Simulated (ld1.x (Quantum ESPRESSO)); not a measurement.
**An all-electron radial function and its pseudo partner (ruthenium)**

Columns: radius, all-electron u(r) and pseudo u(r) of the 4p shell (level -80.72 eV) of ruthenium in the configuration [Ar] 3d10 4s2 4p6 4d5 5s0 5p0; PBE, scalar-relativistic, TM scheme, ld1.x (Quantum ESPRESSO) 7.5.

| r (bohr) | all-electron | pseudo |
| --- | --- | --- |
| 0.098 | 0.3228 | 0.0275 |
| 0.195 | -0.2899 | 0.1058 |
| 0.292 | -0.5794 | 0.2267 |
| 0.390 | -0.3955 | 0.3786 |
| 0.488 | 0.0010 | 0.5438 |
| 0.585 | 0.4030 | 0.7031 |
| 0.682 | 0.7228 | 0.8421 |
| 0.780 | 0.9380 | 0.9493 |
| 0.878 | 1.0524 | 1.0154 |
| 0.975 | 1.0862 | 1.0385 |
| 1.072 | 1.0631 | 1.0230 |
| 1.170 | 1.0022 | 0.9751 |
| 1.268 | 0.9195 | 0.9041 |
| 1.365 | 0.8277 | 0.8202 |
| 1.463 | 0.7327 | 0.7297 |
| 1.560 | 0.6416 | 0.6407 |
| 1.658 | 0.5555 | 0.5553 |
| 1.755 | 0.4779 | 0.4778 |
| 1.852 | 0.4083 | 0.4083 |
| 1.950 | 0.3464 | 0.3464 |
| 2.047 | 0.2929 | 0.2929 |
| 2.145 | 0.2463 | 0.2463 |
| 2.242 | 0.2067 | 0.2067 |
| 2.340 | 0.1726 | 0.1726 |
| 2.438 | 0.1437 | 0.1437 |
| 2.535 | 0.1196 | 0.1196 |

Q: How many radial nodes do the two functions have?

A: The all-electron 4p function has n − l − 1 = 2; the pseudo-wave has 0, since the states of the same l below it are removed with the core.

Q: At about which radius was the pseudo-wave matched?

A: 1.95 bohr. The columns agree to 0.0005 from 1.66 bohr on; several derivatives are matched, so the curves merge somewhat inside the radius.

Q: Is the pseudo-wave norm-conserving?

A: Yes: the TM scheme keeps the norm inside the radius equal to the all-electron one, which fixes the energy derivative of the logarithmic derivative at the level.
